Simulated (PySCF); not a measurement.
**A search over the determinants of TlH⁺**

Unrestricted PBE0; basis Tl cc-pVTZ-PP with ECP60, H cc-pVTZ; scalar-relativistic core potentials; PySCF 2.14. Outer shells of the fragments: Tl+ 5d10 6s2; H 1s1.

Followed along the bond (rough minima from three points):

```csv
2Ms+1,unpaired,⟨S²⟩ at the start,R at minimum (Å),Te (eV)
2,σ ↑,0.76,2.58,0.00
4,"σ ↑↑, π ↑",3.75,2.69,7.03
```

Solutions found at the starting distance of 1.850 Å, counted from the lowest of them; the search is not exhaustive and high or unbound solutions are not listed, so other states can lie among these:

```
2Ms+1   unpaired  term  E (eV)  ⟨S²⟩  ⟨Lz²⟩  μ (D)
    2        σ ↑   ²Σ⁺    0.00  0.76   0.00   0.67
    2        π ↑    ²Π    4.80  0.79   1.00   1.13
    4  σ ↑↑, π ↑    ⁴Π    7.60  3.75   1.01   1.59
```

A term symbol is given only where ⟨S²⟩ and ⟨Lz²⟩ are close to those of a pure state; real π, δ and φ orbitals otherwise mix terms. A positive dipole points towards H; it is taken about the centre of mass and depends on that origin.

Q: Compare the gap between the two lowest followed solutions at the starting distance with the gap between their minima.

A: At PBE0 the second solution (quartet, unpaired electrons σ ↑↑, π ↑) lies +7.60 eV from the first (doublet, unpaired electrons σ ↑) at 1.850 Å and +7.03 eV at the minima; the two curves relax by different amounts, since their minima lie near 2.69 and 2.58 Å.

Spin–orbit coupling is left out. Counting both spins, an empty level lies below a filled one in some of these solutions, because spin and occupation are held.
